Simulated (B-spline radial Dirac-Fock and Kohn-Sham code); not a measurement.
**Satellites and hypersatellites of the K lines of Nb⁺**

System: Nb⁺, configuration [Kr] 4d4, inside a Watson sphere of charge -1 and radius 1.6 Å (a model of the Madelung potential; inside it an electron's potential energy is raised by 9.0 eV).

Calculated with a radial B-spline solver, using Dirac-Fock ΔSCF + Breit + QED. Each two-hole energy is an average over J within one jj subconfiguration, not an observable level; in light atoms, where LS coupling holds, the j-resolved values are not observed lines, and for a K spectator the Kα1 hypersatellite is nearly forbidden. Correlation energy is missing from these numbers.

Lines without a spectator: Kα2 (K-L2) 16519.6 eV, Kα1 (K-L3) 16613.9 eV, Kβ3 (K-M2) 18604.1 eV, Kβ1 (K-M3) 18619.8 eV. Shifts in eV with one spectator hole (a dash: not computed, or left out as unreliable):

```
spectator hole    Kα2    Kα1     Kβ3     Kβ1
    L2 (2p1/2)  +47.3  +58.8       –  +127.4
    L3 (2p3/2)  +49.3  +48.5  +117.3       –
    M2 (3p1/2)      –  +5.65  +13.10  +16.26
    M3 (3p3/2)  +4.52      –  +14.41  +13.82
    M4 (3d3/2)  +0.25  -1.68       –       –
    M5 (3d5/2)  -1.94  -0.62       –       –
```

Question: Where does the K-L3 hypersatellite lie, emitted when both K electrons are missing?

Answer: +463.5 eV from the normal line, at 17077.4 eV. Removing both K electrons costs 38601.9 eV, which is 622.0 eV more than twice the K binding energy.

With n spectator holes in 2p, averaged over the 2p shell (energies in eV):

| n | KαLⁿ | step | hypersatellite KαʰLⁿ |
| --- | --- | --- | --- |
| 0 | 16582.4 | – | 17042.8 |
| 1 | 16633.8 | +51.4 | 17095.5 |
| 2 | 16686.4 | +52.5 | 17149.3 |
| 3 | 16740.1 | +53.7 | 17204.4 |
| 4 | 16795.0 | +54.9 | 17260.6 |
| 5 | 16851.0 | +56.1 | 17318.0 |
